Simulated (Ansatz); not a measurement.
[FeO3N]- (FeNO₃⁻): single points at one geometry.

```yaml
crystal:
  periodic: [false, false, false]
  atoms:
    - {symbol: Fe, position_ang: [-0.001894, -0.003274, -0.001367]}
    - {symbol: O, position_ang: [-0.003420, -0.042843, 1.624003]}
    - {symbol: O, position_ang: [1.523113, -0.013528, -0.564964]}
    - {symbol: O, position_ang: [-0.792140, 1.313665, -0.534826]}
    - {symbol: N, position_ang: [-0.725659, -1.254021, -0.522857]}
basis:
  gaussian: {orbitals: def2-TZVPD, initial_orbitals: start.molden}
total_charge: -1
magnetization: {spin_polarized: true, initial_magnetization: 2}
hamiltonian: {xc: r2scan, dispersion: d4}
scf: {omitted_lower_state_checks: [starts]}
output: {orbitals: {seedname: orbitals}}
```

The file start.molden holds the orbitals of an earlier run on this structure, at another level or in another basis.

```sh
$ ansatz run in.yaml --threads 4 --pin off --events-out ev --progress --plain --max-ram 3916MiB
```

It prints (some lines left out):

```
Functional definition: r2SCAN
  name "r2SCAN"
  cite "Furness, Kaplan, Ning, Perdew & Sun, J. Phys. Chem. Lett. 11, 8208 (2020) doi:10.1021/acs.jpclett.0c02405"
  cite "Furness, Kaplan, Ning, Perdew & Sun, J. Phys. Chem. Lett. 11, 9248 (2020) doi:10.1021/acs.jpclett.0c03077"
  parent r2scan
  parameter k0 = 0.174
  parameter k1 = 0.065
  parameter a1 = 4.9479
  exchange = r2scan_x(k0 = k0, k1 = k1, a1 = a1)
  correlation = r2scan_c
these checks for a lower state are left out or cut short: starts
1193 factors; their error is unknown
mean field evaluation 1: about -42015.8327 eV, gradient 5.4e0 eV
mean field evaluation 2: about -42015.9842 eV, gradient 3.8e-1 eV
mean field evaluation 4: about -42016.0134 eV, gradient 8.0e-2 eV
mean field evaluation 8: about -42016.0030 eV, gradient 1.6e-2 eV
mean field evaluation 16: about -42016.0031 eV, gradient 2.9e-5 eV
mean field -42016.00310786 eV, -1544.0596347439 hartree, gradient 4.5e-6 eV, S^2 2.144683; 0 other end points of the search recorded, 0 dependent functions left out
reference -42016.00314146 eV, -1544.0596359790 hartree; 30, 28 occupied and 175, 177 virtual orbitals, 1193 factors
Total energy: -42016.03538797 eV, -1544.0608210161 hartree
Checks for a lower state left out: starts
```

It took 27 s on 4 threads of Arm Neoverse V2 on a shared host, peak host memory 0.63 GiB.

First input, but with `gaussian: {orbitals: def2-TZVPD}`, `hamiltonian: {xc: pbe0, dispersion: d4}` (abridged; 27 s):

```
Functional definition: PBE0
mean field evaluation 16: about -42003.0691 eV, gradient 4.5e-2 eV
mean field -42003.06935724 eV, -1543.5843281756 hartree, gradient 6.5e-6 eV, S^2 2.523547
Total energy: -42003.18973296 eV, -1543.5887519016 hartree
Checks for a lower state left out: starts
```

The first input with `hamiltonian: {xc: pbe, dispersion: d4}` (abridged; 15 s):

```
Functional definition: PBE
mean field evaluation 16: about -42007.1005 eV, gradient 2.4e-4 eV
mean field -42007.10054484 eV, -1543.7324715874 hartree, gradient 1.9e-6 eV, S^2 2.014706
Total energy: -42007.24564052 eV, -1543.7378037554 hartree
Checks for a lower state left out: starts
```

Geometry: B3LYP-D4/def2-SVPD, that of the charge -1 singlet.

At r2SCAN-D4/def2-TZVPD, PBE0-D4/def2-TZVPD the charge -1 triplet is spin-contaminated (final ⟨S²⟩ up to 2.52, 2.00 for a pure state). At PBE-D4/def2-TZVPD the highest occupied level of the charge -1 triplet lies above zero (up to 0.07 eV). By energy differences its removal costs 3.24 eV (vertical, to the charge 0 doublet, at PBE-D4/def2-TZVPD), and other spins of that charge weren't run; a positive level beside a positive removal energy at the same level points to self-interaction error. At PBE-D4/def2-TZVPD the gap within one spin of the charge -1 triplet nearly closes, so an electron or hole may be smeared out by delocalisation error. At PBE0-D4/def2-TZVPD a singlet of charge -1 lies 0.34 eV below the triplet at the same geometry.
